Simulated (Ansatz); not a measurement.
Relaxation of C2H3BF2 (8 atoms, charge 0, multiplicity 1), to a largest force component of 0.02 eV/Å in at most 50 steps.

These are results of RKS PBE-D4/def2-SVP in Ansatz, not measurements.

```xyz
8
Properties=species:S:1:pos:R:3:forces:R:3
C -0.060 0.479 1.176 -0.65 4.55 1.47
C -0.523 -0.197 0.115 -2.41 -1.14 -3.53
B 0.345 -0.390 -1.169 2.70 -0.15 -1.75
F -0.039 -1.167 -2.267 0.86 1.78 2.16
F 1.695 0.198 -1.248 -3.07 -1.50 -0.18
H -0.757 0.655 2.025 0.41 -0.20 0.40
H 0.894 1.003 1.182 0.86 0.86 0.28
H 0.166 -0.581 1.060 1.29 -4.20 1.15
```

Where does it end, and by what steps?

The forces met the threshold. After 21 steps the energy has fallen by 4.656 eV; F4 moved furthest, 1.78 Å. Parted: C1–H8 (1.09 → 2.12 Å).

| step | energy less start (eV) | largest force component (eV/Å) | accepted |
| --- | --- | --- | --- |
| 0 | 0.0000 | 4.552 | yes |
| 1 | -0.6397 | 2.328 | yes |
| 2 | -0.9849 | 1.710 | yes |
| 3 | -1.2258 | 1.588 | yes |
| 4 | -1.4321 | 2.006 | yes |
| 5 | -1.8411 | 2.012 | yes |
| 6 | -2.6033 | 2.699 | yes |
| 7 | -3.5189 | 2.444 | yes |
| 8 | -4.1702 | 1.167 | yes |
| 9 | -4.3449 | 0.544 | yes |
| 10 | -4.4350 | 0.842 | yes |
| 11 | -4.5158 | 0.430 | yes |
| 12 | -4.5733 | 0.259 | yes |
| 13 | -4.5954 | 0.764 | yes |
| 14 | -4.6439 | 0.441 | yes |
| 15 | -4.6513 | 0.236 | yes |
| 16 | -4.6515 | 0.230 | yes |
| 17 | -4.6516 | 0.227 | yes |
| 18 | -4.6492 | 0.233 | no |
| 19 | -4.6549 | 0.169 | yes |
| 20 | -4.6557 | 0.045 | yes |
| 21 | -4.6560 | 0.009 | yes |

```xyz
8
Properties=species:S:1:pos:R:3
C -0.318 0.704 1.033
C 0.309 -0.373 0.513
B 0.669 -0.461 -0.996
F 0.365 0.521 -1.849
F 1.298 -1.521 -1.507
H -0.578 0.780 2.103
H -0.598 1.562 0.398
H 0.574 -1.212 1.180
```

Whether the end is a true minimum wasn't checked by a vibrational analysis.

Run time: 20 s on 2 threads of AMD EPYC 7R13 Processor (Zen 3), on a shared host, peak memory 0.14 GiB.
